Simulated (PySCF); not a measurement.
[BiO2]+ at several levels of theory

Computed with PySCF 2.14.0 (density fitting, no spin-orbit coupling) at the geometry relaxed with BP86:

```xyz
3
[BiO2]+ (singlet)
Bi    0.0000    0.0000    0.3691
O     1.9209    0.0000    0.3722
O    -1.9209    0.0000    0.3722
```

```tsv
level	basis	state	HOMO (eV)	gap (eV)	charge on Bi1 (e)	dipole about the centre of mass (D)	largest force component (eV/Å)
BP86	Bi def2-SVP with ECP60, O def2-SVP	singlet	-14.51	1.63	1.41	0.01	0.00
BP86	Bi def2-TZVP with ECP60, O def2-TZVP	singlet	-14.48	1.69	1.52	0.01	1.20
BP86	Bi x2c-SVPall, O x2c-SVPall	singlet	-14.48	1.67	1.46	0.01	0.82
```

Charges are Mulliken's, which hang on the basis. The relaxation used the grid (50, 194), these runs (75, 302) or, all-electron (x2c bases, spin-free X2C Hamiltonian), (99, 590).

Q: Order these levels, in the first row's basis, by the HOMO–LUMO gap they give here, smallest first.
A. TPSSh
B. HF
C. PBE0
D. M06-L

A: D (2.19 eV), A (2.89 eV), C (4.23 eV), B (11.96 eV).

Q: And their other results?

A: 
```csv
level,state,HOMO (eV),gap (eV),charge on Bi1 (e),dipole about the centre of mass (D),largest force component (eV/Å)
HF,singlet,-19.16,11.96,1.86,0.01,1.10
TPSSh,singlet,-15.07,2.89,1.51,0.01,0.49
PBE0,singlet,-15.90,4.23,1.55,0.01,0.92
M06-L,singlet,-14.58,2.19,1.63,0.01,0.25
```

In the first row's basis the gap widens with exact exchange: 1.6 to 2.2 eV for BP86, M06-L (none); 2.9 to 4.2 eV for TPSSh, PBE0 (a fixed share); 12.0 eV for Hartree–Fock (rising or full at long range).
